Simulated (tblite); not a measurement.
Compound: CH15NSi5.
Bonds: Si1–N2, N2–Si3, N2–C4, C4–Si5, C4–Si6, C4–Si7. Hydrogens: H8, H9, H10 on Si1; H11, H12, H13 on Si3; H14, H15, H16 on Si5; H17, H18, H19 on Si6; H20, H21, H22 on Si7.

Computed with GFN2-xTB (tblite), gas phase: L-BFGS steps from a force-field or distance-geometry start until the largest atomic force falls under 0.01 eV/Å.

Step 32: E = -581.9004 eV
```
atom  x, y, z in Å  |  force x, y, z in eV/Å
Si1     2.1166    0.7892    0.7085   -0.097   0.015  -0.057
N2      0.9216   -0.0553   -0.2396   -0.060   0.004   0.030
Si3     1.5365   -1.4975   -1.0014   -0.078   0.080  -0.005
C4     -0.5376    0.1379   -0.0028    0.128  -0.014  -0.005
Si5    -1.0078    1.9802    0.2699    0.066  -0.030  -0.003
Si6    -1.6107   -0.3905   -1.5054    0.074  -0.002   0.044
Si7    -1.0860   -0.8664    1.5291    0.033   0.008  -0.023
H8      1.6663    2.1493    0.9866    0.028  -0.025   0.007
H9      3.3261    0.8634   -0.1043    0.038  -0.038  -0.037
H10     2.4231    0.0931    1.9656   -0.014   0.000   0.013
H11     2.8151   -1.1423   -1.6067    0.064   0.033   0.006
H12     1.7473   -2.5884   -0.0406   -0.018  -0.015   0.013
H13     0.6301   -1.9305   -2.0595    0.028  -0.012   0.012
H14    -0.4416    2.7926   -0.8058    0.019   0.059  -0.018
H15    -2.4649    2.1009    0.2443   -0.070  -0.009  -0.003
H16    -0.5902    2.5181    1.5670   -0.020  -0.003   0.038
H17    -1.6975   -1.8388   -1.6958   -0.029  -0.057   0.014
H18    -2.9822    0.0614   -1.2804   -0.079   0.030   0.025
H19    -1.0949    0.2375   -2.7186    0.018   0.009  -0.093
H20    -0.8200   -2.2887    1.3120    0.022  -0.069   0.001
H21    -2.5143   -0.6849    1.7666   -0.087   0.030  -0.004
H22    -0.3457   -0.4209    2.7107    0.032   0.008   0.046
```

Step 33: E = -581.9031 eV
```
atom  x, y, z in Å  |  force x, y, z in eV/Å
Si1     2.1140    0.7905    0.7048   -0.074   0.013  -0.052
N2      0.9160   -0.0561   -0.2356   -0.021   0.009  -0.008
Si3     1.5341   -1.4931   -1.0028   -0.054   0.063  -0.011
C4     -0.5420    0.1371    0.0007    0.128  -0.033  -0.001
Si5    -1.0097    1.9795    0.2715    0.050  -0.030  -0.003
Si6    -1.6127   -0.3915   -1.5039    0.062   0.001   0.043
Si7    -1.0793   -0.8709    1.5335    0.002  -0.010   0.006
H8      1.6683    2.1541    0.9701    0.024  -0.013   0.018
H9      3.3237    0.8537   -0.1111    0.022  -0.034  -0.012
H10     2.4145    0.0980    1.9660   -0.008   0.014   0.006
H11     2.8178   -1.1329   -1.5992    0.030   0.012   0.019
H12     1.7381   -2.5874   -0.0426   -0.018  -0.004  -0.011
H13     0.6335   -1.9172   -2.0700    0.026  -0.018   0.017
H14    -0.4255    2.7894   -0.7966    0.016   0.063  -0.014
H15    -2.4670    2.1023    0.2197   -0.046   0.003   0.014
H16    -0.6048    2.5092    1.5763   -0.024  -0.001   0.029
H17    -1.7107   -1.8422   -1.6813   -0.031  -0.026   0.013
H18    -2.9793    0.0851   -1.2890   -0.054  -0.001   0.012
H19    -1.0809    0.2250   -2.7175    0.006  -0.004  -0.078
H20    -0.8125   -2.2951    1.3171    0.018  -0.031   0.000
H21    -2.5087   -0.6912    1.7723   -0.069   0.026  -0.001
H22    -0.3373   -0.4269    2.7169    0.015   0.001   0.013
```

Step 34: E = -581.9046 eV
```
atom  x, y, z in Å  |  force x, y, z in eV/Å
Si1     2.1132    0.7895    0.7022   -0.022   0.008  -0.031
N2      0.9139   -0.0553   -0.2354    0.015   0.011  -0.031
Si3     1.5341   -1.4900   -1.0025   -0.009   0.028  -0.013
C4     -0.5411    0.1371    0.0010    0.072  -0.030   0.008
Si5    -1.0101    1.9792    0.2718    0.026  -0.021  -0.002
Si6    -1.6130   -0.3916   -1.5030    0.037   0.003   0.026
Si7    -1.0775   -0.8716    1.5341   -0.022  -0.020   0.024
H8      1.6735    2.1543    0.9665    0.014   0.002   0.022
H9      3.3229    0.8460   -0.1163    0.004  -0.027   0.008
H10     2.4114    0.0944    1.9637   -0.008   0.028  -0.006
H11     2.8208   -1.1262   -1.5938    0.003  -0.003   0.025
H12     1.7369   -2.5836   -0.0391   -0.020   0.008  -0.030
H13     0.6388   -1.9154   -2.0726    0.015  -0.020   0.012
H14    -0.4251    2.7923   -0.7941    0.014   0.056  -0.007
H15    -2.4690    2.0987    0.2136   -0.016   0.008   0.023
H16    -0.6085    2.5067    1.5791   -0.026  -0.003   0.020
H17    -1.7140   -1.8438   -1.6775   -0.029  -0.001   0.015
H18    -2.9789    0.0923   -1.2872   -0.024  -0.022   0.002
H19    -1.0818    0.2221   -2.7200   -0.001  -0.016  -0.054
H20    -0.8118   -2.2980    1.3196    0.013  -0.001   0.002
H21    -2.5090   -0.6890    1.7692   -0.037   0.018  -0.001
H22    -0.3361   -0.4289    2.7201    0.001  -0.004  -0.010
```

Step 35: E = -581.9054 eV
```
atom  x, y, z in Å  |  force x, y, z in eV/Å
Si1     2.1132    0.7884    0.7008    0.018   0.006  -0.008
N2      0.9141   -0.0543   -0.2369    0.032   0.012  -0.037
Si3     1.5348   -1.4886   -1.0019    0.021  -0.003  -0.014
C4     -0.5383    0.1370    0.0003    0.012  -0.017   0.013
Si5    -1.0096    1.9790    0.2715    0.007  -0.007  -0.005
Si6    -1.6122   -0.3914   -1.5025    0.012   0.006   0.003
Si7    -1.0784   -0.8712    1.5337   -0.030  -0.019   0.025
H8      1.6773    2.1532    0.9688    0.008   0.008   0.020
H9      3.3231    0.8422   -0.1186   -0.005  -0.022   0.016
H10     2.4114    0.0904    1.9617   -0.010   0.035  -0.017
H11     2.8226   -1.1233   -1.5913   -0.007  -0.009   0.024
H12     1.7383   -2.5807   -0.0360   -0.021   0.015  -0.038
H13     0.6420   -1.9183   -2.0716    0.007  -0.018   0.004
H14    -0.4293    2.7967   -0.7950    0.008   0.040   0.008
H15    -2.4703    2.0953    0.2163    0.011   0.007   0.024
H16    -0.6074    2.5073    1.5790   -0.027  -0.007   0.010
H17    -1.7131   -1.8443   -1.6784   -0.025   0.014   0.017
H18    -2.9798    0.0908   -1.2830    0.004  -0.032  -0.003
H19    -1.0866    0.2234   -2.7234   -0.007  -0.027  -0.026
H20    -0.8131   -2.2987    1.3201    0.008   0.014   0.005
H21    -2.5115   -0.6849    1.7647   -0.009   0.012  -0.002
H22    -0.3375   -0.4287    2.7209   -0.007  -0.008  -0.020
```

Question: Estimate the geometry and energy of step 36. (The exact step hangs on the optimiser's Hessian estimate; all steps are aligned on step 35, rigid shifts and turns removed.)

Answer: E = -581.9058 eV, largest force 0.046 eV/Å
```
atom  x, y, z in Å  |  force x, y, z in eV/Å
Si1     2.1134    0.7881    0.7001    0.033   0.009   0.005
N2      0.9149   -0.0535   -0.2384    0.031   0.013  -0.032
Si3     1.5354   -1.4880   -1.0019    0.028  -0.017  -0.014
C4     -0.5363    0.1365    0.0002   -0.020  -0.004   0.012
Si5    -1.0088    1.9788    0.2712   -0.004   0.005  -0.007
Si6    -1.6113   -0.3911   -1.5023   -0.004   0.007  -0.012
Si7    -1.0797   -0.8713    1.5338   -0.026  -0.011   0.013
H8      1.6790    2.1527    0.9711    0.006   0.010   0.016
H9      3.3235    0.8404   -0.1191   -0.004  -0.018   0.015
H10     2.4115    0.0892    1.9606   -0.011   0.034  -0.017
H11     2.8234   -1.1225   -1.5900   -0.003  -0.008   0.019
H12     1.7388   -2.5793   -0.0354   -0.020   0.012  -0.034
H13     0.6434   -1.9206   -2.0706    0.002  -0.017  -0.002
H14    -0.4315    2.7999   -0.7959    0.002   0.025   0.023
H15    -2.4708    2.0939    0.2191    0.028   0.005   0.021
H16    -0.6069    2.5078    1.5790   -0.026  -0.010   0.002
H17    -1.7128   -1.8443   -1.6790   -0.021   0.020   0.018
H18    -2.9806    0.0885   -1.2807    0.022  -0.034  -0.005
H19    -1.0894    0.2240   -2.7259   -0.012  -0.035  -0.005
H20    -0.8137   -2.2987    1.3201    0.004   0.015   0.006
H21    -2.5134   -0.6825    1.7625    0.004   0.008  -0.003
H22    -0.3384   -0.4284    2.7208   -0.009  -0.009  -0.018
```

The energy changes by -0.0005 eV. The first-order estimate −F·Δx gives -0.0006 eV and the mean of the old and new forces, exact on a quadratic surface, -0.0005 eV. The step makes an angle of 65° with the force vector and moves no atom by more than 0.004 Å.

What follows is the cost of the whole relaxation. Hardware: one thread, Arm Neoverse V2 (aarch64), shared host. Cost: 1.2 s of wall time.
